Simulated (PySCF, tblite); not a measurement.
Isomers of C6H6Cl2F (doublet state), one GFN2-xTB conformer each. Single-point energies are computed at B3LYP/pcH-1 (PySCF, gas phase, no added dispersion term), electronic only. GFN2-xTB treats the open shell by occupation alone, and not every SCF solution was tested for stability.

Question: Rank them by B3LYP/pcH-1 energy, lowest first (kJ/mol).
A. `C[C@H]1C[C](Cl)C(Cl)=C1F` [radical]
B. `ClC1=C[C@H]([C@H](F)[C]1Cl)C` [radical]

Answer: B (0.0), A (4.7).

Neighbours under 21 kJ/mol apart (C[C@@H]1C=C(Cl)[C](Cl)[C@H]1F and C[C@H]1C[C](Cl)C(Cl)=C1F) can change places with a better method, another conformer or zero-point energy. GFN2-xTB itself gives, in the same order: 5.7, 0.0. GFN2-xTB puts C[C@H]1C[C](Cl)C(Cl)=C1F lowest instead.

What happens when harmonic zero-point energies from GFN2-xTB frequencies are added?

```
                       SMILES  ZPE (kJ/mol)  electronic (kJ/mol)  with ZPE (kJ/mol)
C[C@@H]1C=C(Cl)[C](Cl)[C@H]1F         268.8                  0.0                0.0
     C[C@H]1C[C](Cl)C(Cl)=C1F         269.9                  4.7                5.8
```

The zero-point energies span 1.1 kJ/mol. The order is unchanged.
